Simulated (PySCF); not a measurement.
Geometry:
```csv
atom,x (Å),y (Å),z (Å)
Sb1,0.013,0.004,1.205
C2,1.839,-0.003,0.032
H3,2.471,0.851,0.315
H4,1.599,0.062,-1.040
H5,2.398,-0.930,0.222
C6,-0.917,1.591,0.051
H7,-0.818,1.384,-1.024
H8,-0.436,2.552,0.282
H9,-1.984,1.663,0.310
C10,-0.919,-1.587,0.058
H11,-2.000,-1.601,0.256
H12,-0.497,-2.559,0.351
H13,-0.750,-1.427,-1.017
```

Geometry: PBE0-D3(BJ)/def2-SVP; GIAO absolute shieldings from PySCF 2.14, gas phase, scalar relativity only through the core potential, averaged over equivalent atoms.

At PBE0/pcSseg-1 (def2-TZVP on Sb) (146 basis functions, 19 s wall time on 1 thread of an x86-64 server CPU, shared host):
| atoms | σ (ppm) |
| --- | --- |
| C2/C6/C10 | 176.8 |
| H3/H4/H5/H7/H8/H9/H11/H12/H13 | 30.70 |

What do these become at B3LYP/pcSseg-1 (def2-TZVP on Sb)?

## Answers


| atoms | σ at B3LYP/pcSseg-1 (def2-TZVP on Sb) | change |
| --- | --- | --- |
| C2/C6/C10 | 170.5 | -6.3 |
| H3/H4/H5/H7/H8/H9/H11/H12/H13 | 30.81 | +0.11 |

The largest change is at C2/C6/C10 (carbon bonded to Sb, 3 H). Cost: 146 basis functions, 21 s wall time on 1 thread of an x86-64 server CPU, shared host.

Sb is described by an effective core potential, so it has no shielding of its own here; spin–orbit effects on the atoms bonded to it, which can be large, are absent, and the values of these neighbours are rough.
